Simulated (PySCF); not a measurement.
SMILES [CH2][Si](OC)(OC)OC (C4H11O3Si), doublet, GFN2-xTB optimised geometry.

```
19

C     -1.49     1.86     0.00
Si    -0.66     0.20     0.00
O      0.96     0.20     0.00
C      1.77     0.81     0.96
O     -0.86    -0.69    -1.35
C     -2.08    -1.05    -1.92
O     -1.32    -0.45     1.35
C     -1.05    -1.72     1.90
H     -2.04     2.25     0.84
H     -1.44     2.51    -0.85
H      1.81     1.89     0.80
H      2.78     0.40     0.86
H      1.40     0.63     1.97
H     -2.78    -1.42    -1.17
H     -1.89    -1.82    -2.66
H     -2.54    -0.18    -2.41
H      0.02    -1.85     2.08
H     -1.38    -2.51     1.23
H     -1.59    -1.79     2.84
```

Density from unrestricted PBE0/def2-SVP (PySCF 2.14.0) at that geometry.

Minimum of the electron density along straight lines between bonded atoms, close to the bond critical point (lines longer than 1.1 times the sum of covalent radii, or with two minima, are not listed):

```
bond    length / Å  ρ at the minimum / e bohr⁻³  ∇²ρ there / e bohr⁻⁵  position (fraction from the first atom)
------  ----------  ---------------------------  --------------------  ---------------------------------------
C1–Si2       1.857                        0.118                  0.40                                     0.62
Si2–O3       1.629                        0.129                  1.08                                     0.41
O3–C4        1.396                        0.259                 -0.32                                     0.66
Si2–O5       1.626                        0.130                  1.07                                     0.41
O5–C6        1.396                        0.259                 -0.32                                     0.66
Si2–O7       1.640                        0.126                  1.03                                     0.41
O7–C8        1.403                        0.255                 -0.33                                     0.66
C1–H9        1.074                        0.281                 -1.07                                     0.64
C1–H10       1.075                        0.281                 -1.06                                     0.64
C4–H11       1.093                        0.281                 -1.06                                     0.63
C4–H12       1.091                        0.283                 -1.08                                     0.64
C4–H13       1.093                        0.281                 -1.06                                     0.63
C6–H14       1.093                        0.281                 -1.06                                     0.63
C6–H15       1.091                        0.283                 -1.09                                     0.64
C6–H16       1.093                        0.281                 -1.06                                     0.63
C8–H17       1.093                        0.281                 -1.06                                     0.63
C8–H18       1.093                        0.281                 -1.06                                     0.63
C8–H19       1.091                        0.283                 -1.08                                     0.64
```
